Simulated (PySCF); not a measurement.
H8NSi3, SMILES [SiH2]N([SiH3])[SiH3] (connectivity only; charge and spin as stated), charge +1, multiplicity 1.

Geometry optimised at PBE-D3(BJ)/def2-SVP. The spin state was assumed, not searched. The isomer is the one that the SMILES or the coordinates give; other isomers of the formula were not compared.

Two levels are set side by side: TDDFT-PBE/def2-SVPD (PySCF) and TDDFT-B3LYP/def2-SVPD (PySCF). Vertical, same geometry. The lowest singlet is HOMO→LUMO 94 % with PBE and HOMO→LUMO 98 % with the other functional; states are paired by order. Differences are taken from unrounded values.

```tsv
quantity	TDDFT-B3LYP
lowest singlet excitation (eV)	4.90
lowest triplet excitation (TDA) (eV)	3.65
first bright state (f over 0.05) (eV)	4.90
its oscillator strength	0.13
```

Question: What does TDDFT-PBE give, and how far is it from TDDFT-B3LYP? (The exact figures need the calculation; the answer reports its results.)

Answer: 
```json
[
 {"quantity": "lowest singlet excitation (eV)", "TDDFT-PBE": "4.29", "TDDFT-PBE minus TDDFT-B3LYP": "-0.62"},
 {"quantity": "lowest triplet excitation (TDA) (eV)", "TDDFT-PBE": "3.26", "TDDFT-PBE minus TDDFT-B3LYP": "-0.39"},
 {"quantity": "first bright state (f over 0.05) (eV)", "TDDFT-PBE": "4.29", "TDDFT-PBE minus TDDFT-B3LYP": "-0.62"},
 {"quantity": "its oscillator strength", "TDDFT-PBE": "0.10", "TDDFT-PBE minus TDDFT-B3LYP": "-0.03"}
]
```

A lower first singlet is the usual sign of a functional without exact exchange. Differences between two approximate levels are no errors against the true value.

Rough cost on one machine, each run with all the roots and properties that it gave: TDDFT-B3LYP against TDDFT-PBE about 3 times.
